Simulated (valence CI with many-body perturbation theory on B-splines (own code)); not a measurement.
Pb76+: E2, E3, M2 decay

Calculated by valence CI with perturbative core correlation (CI+MBPT): four valence electrons over a frozen Dirac-Fock core [He], a basis of 11 s, 11 p, 10 d, 8 f, 5 g, 2 h functions for each j, with the one-electron correlation potential Σ1 (screened to all orders), the two-electron term Σ2, the three-electron term Σ3, Breit, model QED; selected single and double excitations, second order for the rest, scaled by the run's own slope (own B-spline code, finite nucleus).

The last digits are not significant, and no measured levels were compared; by estimate large intervals hold to a few tenths of a per cent, small ones and those within an open d or f shell to about a per cent. Among the levels kept, up to 1200 cm⁻¹ of a level comes from second order outside the variational space, and about a tenth of that is noise between levels of different J, which matters for small intervals.

Lines 51 to 89 of 89 in falling wavelength, among levels below 19121 eV, chosen from the decays that carry over 1 % of a level's rate. Wavelengths and rates use the calculated energies. Electric multipoles are in the length gauge, E1 and E2 with the static RPA response of the core. Weak lines are less certain than strong ones. Lines between different terms over intervals too small for the method are left out, as are lines whose strength nearly cancels. The highest levels of a list are the least certain.

Levels are named by their leading jj configuration (3d3/2^4 stands for four electrons in 3d with j = 3/2), which in mixed levels can hold well under half, so a name can repeat and another be missing. Letters in brackets count levels of one name in rising energy.

```
λ vac (nm)                           Upper                       Lower  Type   A (s⁻¹)  Branch %
   0.08770          (2s^2 2p3/2 3p3/2) J=3      (2s^2 2p1/2 2p3/2) J=2    E2  1.41e+12       8.0
   0.08769          (2s^2 2p3/2 3p3/2) J=1      (2s^2 2p1/2 2p3/2) J=2    E2  3.02e+12      15.1
   0.08766          (2s 2p3/2^2 3p3/2) J=4  (2s 2p1/2 2p3/2^2) J=2 [a]    E2  2.36e+12      14.5
   0.08759          (2s^2 2p3/2 3p3/2) J=3      (2s^2 2p1/2 2p3/2) J=1    E2  2.08e+12      11.8
   0.08758          (2s^2 2p3/2 3p3/2) J=1      (2s^2 2p1/2 2p3/2) J=1    E2  3.47e+11       1.7
   0.08747          (2s^2 2p3/2 3p3/2) J=2      (2s^2 2p1/2 2p3/2) J=2    E2  2.42e+12      12.6
   0.08736          (2s^2 2p3/2 3p3/2) J=2      (2s^2 2p1/2 2p3/2) J=1    E2  1.05e+12       5.5
   0.08728          (2s^2 2p3/2 3p3/2) J=0      (2s^2 2p1/2 2p3/2) J=2    E2  3.41e+12      14.4
   0.08649      (2s 2p1/2 2p3/2 3d5/2) J=5      (2s 2p1/2^2 2p3/2) J=2    E3  3.13e+10       8.9
   0.08613          (2s^2 2p3/2 3d5/2) J=4      (2s^2 2p1/2 2p3/2) J=2    M2  1.56e+11       8.2
   0.08551       (2p1/2^2 2p3/2 3d3/2) J=2      (2s 2p1/2^2 2p3/2) J=1    E2  6.75e+12       2.2
   0.08550  (2s 2p1/2 2p3/2 3d3/2) J=3 [a]      (2s^2 2p1/2 2p3/2) J=1    E2  9.00e+12       1.2
   0.08546       (2p1/2^2 2p3/2 3d3/2) J=3      (2s 2p1/2^2 2p3/2) J=1    E2  1.01e+13       7.4
   0.08541      (2s 2p1/2 2p3/2 3d3/2) J=4      (2s^2 2p1/2 2p3/2) J=2    E2  1.24e+13      17.2
   0.08535          (2s 2p1/2^2 3d3/2) J=2          (2s^2 2p1/2^2) J=0    E2  1.33e+13       3.0
   0.08492       (2p1/2^2 2p3/2 3d3/2) J=2      (2s 2p1/2^2 2p3/2) J=2    E2  1.31e+13       4.2
   0.08492  (2s 2p1/2 2p3/2 3d3/2) J=3 [c]      (2s^2 2p1/2 2p3/2) J=2    E2  6.24e+12       3.0
   0.08487       (2p1/2^2 2p3/2 3d3/2) J=3      (2s 2p1/2^2 2p3/2) J=2    E2  9.53e+12       7.0
   0.08484  (2s 2p1/2 2p3/2 3d3/2) J=2 [c]      (2s^2 2p1/2 2p3/2) J=1    E2  4.54e+12       1.3
   0.08484       (2p1/2^2 2p3/2 3d3/2) J=1      (2s 2p1/2^2 2p3/2) J=2    E2  1.81e+13       2.5
   0.08481  (2s 2p1/2 2p3/2 3d3/2) J=3 [c]      (2s^2 2p1/2 2p3/2) J=1    E2  2.10e+12       1.0
   0.08480       (2p1/2^2 2p3/2 3d3/2) J=0      (2s 2p1/2^2 2p3/2) J=2    E2  1.98e+13      28.7
   0.08479  (2s 2p1/2 2p3/2 3d3/2) J=1 [c]      (2s^2 2p1/2 2p3/2) J=1    E2  8.62e+12       1.1
   0.08472  (2s 2p1/2 2p3/2 3d5/2) J=4 [a]      (2s^2 2p1/2 2p3/2) J=2    E2  1.06e+12       1.7
   0.08429  (2s 2p1/2 2p3/2 3d5/2) J=1 [a]      (2s^2 2p1/2 2p3/2) J=1    E2  2.56e+13       1.1
   0.08426  (2s 2p1/2 2p3/2 3d5/2) J=2 [b]      (2s^2 2p1/2 2p3/2) J=2    E2  2.38e+13       1.1
   0.08421          (2s 2p1/2^2 3d5/2) J=2          (2s^2 2p1/2^2) J=0    E2  2.63e+13       1.1
   0.08417  (2s 2p1/2 2p3/2 3d5/2) J=1 [b]      (2s^2 2p1/2 2p3/2) J=2    E2  2.70e+13       1.2
   0.08412      (2s 2p1/2 2p3/2 3d5/2) J=0      (2s^2 2p1/2 2p3/2) J=2    E2  2.68e+13       1.1
   0.08394       (2p1/2^2 2p3/2 3d5/2) J=4      (2s 2p1/2^2 2p3/2) J=2    E2  2.04e+13      47.3
   0.08389  (2s 2p1/2 2p3/2 3d5/2) J=4 [c]      (2s^2 2p1/2 2p3/2) J=2    E2  1.41e+13       1.7
   0.08382  (2s 2p1/2 2p3/2 3d5/2) J=3 [c]      (2s^2 2p1/2 2p3/2) J=1    E2  1.40e+13       2.3
   0.07918          (2s^2 2p1/2 4p1/2) J=0      (2s^2 2p1/2 2p3/2) J=2    E2  1.72e+12       1.0
   0.07761          (2s 2p1/2^2 4f7/2) J=3      (2s 2p1/2^2 2p3/2) J=1    E2  1.06e+13       2.1
   0.07712          (2s 2p1/2^2 4f7/2) J=4      (2s 2p1/2^2 2p3/2) J=2    E2  1.18e+13       2.3
   0.07705          (2s^2 2p1/2 4f7/2) J=4      (2s^2 2p1/2 2p3/2) J=2    E2  1.18e+13       2.3
   0.07696          (2s^2 2p1/2 4f7/2) J=3      (2s^2 2p1/2 2p3/2) J=1    E2  1.02e+13       2.0
   0.06799          (2s^2 2p1/2 4p3/2) J=2          (2s^2 2p1/2^2) J=0    E2  1.16e+12       1.2
   0.06752          (2s^2 2p1/2 4f5/2) J=2          (2s^2 2p1/2^2) J=0    E2  1.14e+13       2.2
```
